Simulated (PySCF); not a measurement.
C₄H₅ClSi, SMILES C(=C)([SiH2]C#C)Cl.

Geometry optimised at PBE-D3(BJ)/def2-SVP. This is a generated structure with no PubChem entry under its InChIKey; it may be hypothetical. Other conformers were not sampled.

All values below come from PySCF with TDDFT-M06-2X/def2-SVPD.

Vertical excitations.  State labels are in the subgroup Cs.

```json
[
 {"state": "S1", "symmetry": "A\"", "energy (eV)": "5.32", "λ (nm)": "233", "f": "0.000", "main pairs": "HOMO−2→LUMO+1 49 %, HOMO−1→LUMO+2 24 %, HOMO−3→LUMO+2 8 %"},
 {"state": "S2", "symmetry": "A\"", "energy (eV)": "6.32", "λ (nm)": "196", "f": "0.001", "main pairs": "HOMO→LUMO+1 43 %, HOMO−1→LUMO 17 %, HOMO→LUMO+4 12 %, HOMO−2→LUMO+1 7 %"},
 {"state": "S3", "symmetry": "A'", "energy (eV)": "6.37", "λ (nm)": "195", "f": "0.027", "main pairs": "HOMO−1→LUMO+1 42 %, HOMO−2→LUMO+2 31 %, HOMO−2→LUMO 7 %, HOMO→LUMO 7 %"},
 {"state": "S4", "symmetry": "A\"", "energy (eV)": "6.39", "λ (nm)": "194", "f": "0.001", "main pairs": "HOMO−2→LUMO+1 21 %, HOMO−1→LUMO 21 %, HOMO→LUMO+1 18 %, HOMO−1→LUMO+2 14 %"},
 {"state": "S5", "symmetry": "A'", "energy (eV)": "6.46", "λ (nm)": "192", "f": "0.180", "main pairs": "HOMO→LUMO 86 %"},
 {"state": "S6", "symmetry": "A\"", "energy (eV)": "6.46", "λ (nm)": "192", "f": "0.000", "main pairs": "HOMO−3→LUMO 31 %, HOMO−1→LUMO+2 27 %, HOMO−1→LUMO 24 %, HOMO−2→LUMO+1 10 %"},
 {"state": "S7", "symmetry": "A\"", "energy (eV)": "7.09", "λ (nm)": "175", "f": "0.000", "main pairs": "HOMO→LUMO+4 31 %, HOMO→LUMO+1 28 %, HOMO→LUMO+3 24 %, HOMO→LUMO+7 6 %"},
 {"state": "S8", "symmetry": "A'", "energy (eV)": "7.33", "λ (nm)": "169", "f": "0.058", "main pairs": "HOMO−3→LUMO+1 24 %, HOMO−1→LUMO+1 14 %, HOMO→LUMO+2 11 %, HOMO−1→LUMO+4 11 %"},
 {"state": "S9", "symmetry": "A'", "energy (eV)": "7.43", "λ (nm)": "167", "f": "0.034", "main pairs": "HOMO→LUMO+2 82 %"},
 {"state": "S10", "symmetry": "A\"", "energy (eV)": "7.47", "λ (nm)": "166", "f": "0.000", "main pairs": "HOMO→LUMO+3 55 %, HOMO→LUMO+4 13 %"},
 {"state": "T1", "symmetry": "A'", "energy (eV)": "4.24", "λ (nm)": "292", "f": "0", "main pairs": "HOMO→LUMO 86 %"},
 {"state": "T2", "symmetry": "A'", "energy (eV)": "4.98", "λ (nm)": "249", "f": "0", "main pairs": "HOMO−2→LUMO+2 35 %, HOMO−1→LUMO+1 34 %, HOMO−3→LUMO+1 11 %, HOMO−2→LUMO 5 %"},
 {"state": "T3", "symmetry": "A\"", "energy (eV)": "5.43", "λ (nm)": "228", "f": "0", "main pairs": "HOMO−2→LUMO+1 60 %, HOMO−1→LUMO+2 16 %"},
 {"state": "T4", "symmetry": "A'", "energy (eV)": "5.86", "λ (nm)": "212", "f": "0", "main pairs": "HOMO−2→LUMO+2 41 %, HOMO−1→LUMO+1 34 %, HOMO−2→LUMO 9 %, HOMO−3→LUMO+1 7 %"}
]
```
Triplets are in the Tamm–Dancoff approximation, which puts them higher than full response would, so one can lie above its singlet here.
